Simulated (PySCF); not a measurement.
PySCF input file for Te(SH)(SeH) (H2SSeTe), SMILES [Te](S)[SeH], C-PCM-M06-2X/def2-SVP. Geometry: PBE0-D3(BJ)/def2-SVP. The def2 effective core potentials stand for the cores of Te; spin–orbit coupling is left out. Other conformers were not sampled.

```python
import numpy as np
from pyscf import gto, scf, dft
from pyscf.solvent import pcm

mol = gto.M(
    atom='''
    Te   -0.51128547   -0.16828305    0.66109551
    S    -2.02530212   -0.07005643   -1.21583978
    H    -2.24116617    1.26509794   -1.18063399
    Se    1.74977109    0.20389297   -0.39599405
    H     1.74062734    1.67416262   -0.27909849
    ''',
    basis='def2-SVP',
    ecp={'Te': 'def2-svp'},
    charge=0,
    spin=0,
    max_memory=1600,
    verbose=3,
)
mf = dft.RKS(mol, xc='m06-2x').density_fit(auxbasis='def2-universal-jkfit')
mf.grids.level = 4
mf.conv_tol = 1e-9
mf.max_cycle = 100
mf.kernel()
res = {}
for name, eps in {'water': 78.355, 'diethylether': 4.24, 'methanol': 32.613}.items():
    s = mf.PCM()
    s.with_solvent.method, s.with_solvent.eps, s.with_solvent.lebedev_order = 'C-PCM', eps, 29
    s.kernel(mf.make_rdm1())
    res[name] = (s.e_tot, eps, s.dip_moment(), s.mo_energy, s.converged)
    print(f'{name}: electrostatic solvation free energy {(s.e_tot - mf.e_tot) * 627.509474:.3f} kcal/mol')
```

It prints:

```
converged SCF energy = -3068.49999732976

WARN: PCM is an experimental feature. It is still in testing.
Features and APIs may be changed in the future.

converged SCF energy = -3068.50622421451
Dipole moment(X, Y, Z, Debye): -0.24405,  2.36261,  1.19238
water: electrostatic solvation free energy -3.907 kcal/mol

WARN: PCM is an experimental feature. It is still in testing.
Features and APIs may be changed in the future.

converged SCF energy = -3068.5046237433
Dipole moment(X, Y, Z, Debye): -0.22527,  2.16152,  1.08730
diethylether: electrostatic solvation free energy -2.903 kcal/mol

WARN: PCM is an experimental feature. It is still in testing.
Features and APIs may be changed in the future.

converged SCF energy = -3068.50609030469
Dipole moment(X, Y, Z, Debye): -0.24244,  2.34520,  1.18328
methanol: electrostatic solvation free energy -3.823 kcal/mol
```

Self-consistency was reached.
